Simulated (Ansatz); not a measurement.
Si(SiH3)4 (Si₅H₁₂). Charge 0, multiplicity 1. Geometry r2SCAN-D4/def2-SVP; atoms count from 1.

| atom | x (Å) | y (Å) | z (Å) |
| --- | --- | --- | --- |
| Si1 | 0.000 | 0.000 | -0.001 |
| Si2 | 1.119 | 1.941 | 0.696 |
| Si3 | -2.139 | 0.567 | -0.780 |
| Si4 | -0.194 | -1.481 | 1.809 |
| Si5 | 1.215 | -1.027 | -1.726 |
| H6 | 1.230 | 2.909 | -0.439 |
| H7 | 2.495 | 1.600 | 1.173 |
| H8 | 0.371 | 2.595 | 1.813 |
| H9 | -2.876 | -0.661 | -1.206 |
| H10 | -2.034 | 1.494 | -1.949 |
| H11 | -2.920 | 1.245 | 0.300 |
| H12 | 1.160 | -1.836 | 2.335 |
| H13 | -0.885 | -2.736 | 1.379 |
| H14 | -0.986 | -0.851 | 2.909 |
| H15 | 1.371 | -0.086 | -2.877 |
| H16 | 0.501 | -2.253 | -2.200 |
| H17 | 2.573 | -1.420 | -1.238 |

(1) Estimate the Mulliken populations from the PBE0/def2-TZVP orbitals of Ansatz.

(2) And the Mayer bond orders between bonded heavy atoms (over 0.3)?

Answers

(1) 
```json
{"atom": "Si1", "charge (e)": "-0.01"}
{"atom": "Si2", "charge (e)": "0.01"}
{"atom": "Si3", "charge (e)": "0.01"}
{"atom": "Si4", "charge (e)": "0.01"}
{"atom": "Si5", "charge (e)": "0.01"}
{"atom": "H6", "charge (e)": "0.00"}
{"atom": "H7", "charge (e)": "0.00"}
{"atom": "H8", "charge (e)": "0.00"}
{"atom": "H9", "charge (e)": "0.00"}
{"atom": "H10", "charge (e)": "0.00"}
{"atom": "H11", "charge (e)": "0.00"}
{"atom": "H12", "charge (e)": "0.00"}
{"atom": "H13", "charge (e)": "0.00"}
{"atom": "H14", "charge (e)": "0.00"}
{"atom": "H15", "charge (e)": "0.00"}
{"atom": "H16", "charge (e)": "0.00"}
{"atom": "H17", "charge (e)": "0.00"}
```
Mulliken values and Mayer orders depend strongly on the basis.

(2) Si1–Si2 0.95 (2.35 Å); Si1–Si3 0.95 (2.35 Å); Si1–Si4 0.95 (2.35 Å); Si1–Si5 0.95 (2.35 Å).
